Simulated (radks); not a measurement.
Method: scalar-relativistic Kohn-Sham, r2SCAN, spin-unpolarised, spherical densities, finite nucleus; meta-GGA in the generalised Kohn-Sham scheme; Fermi nuclear charge, rms radius of each element as measured or else 0.836 A^(1/3) + 0.57 fm; computed with a radial shooting solver on a logarithmic mesh with Libxc functionals. Each species is in its NIST ground configuration. Rank Au+, Lu+, Hf+, Ir+, Pt+, Re+, Hg+, W+, Ta+, Os+ by Delta-SCF ionisation energy (eV), largest first.

Answer. Au+ 21.376, Pt+ 20.067, Hg+ 18.691, Ir+ 17.162, Os+ 16.596, Re+ 15.991, Hf+ 15.412, W+ 15.334, Ta+ 14.610, Lu+ 14.227.
